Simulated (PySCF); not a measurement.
A structure optimised at PBE-D3(BJ)/def2-TZVP, used in a PySCF frequency run:

```xyz
5

Mg     0.0000     0.0000    -0.9682
C      0.0000     0.0000     1.1644
H     -0.8948     0.5166     1.5438
H      0.8948     0.5166     1.5438
H      0.0000    -1.0332     1.5438
```
Charge 0, spin multiplicity 2.

### Question
Write its SMILES, formula and point group.

### Answer
[CH3][Mg], CH₃Mg, C3v

### Question
What are its rotational constants (standard atomic weights)?

### Answer
156.56, 10.688, 10.688 GHz
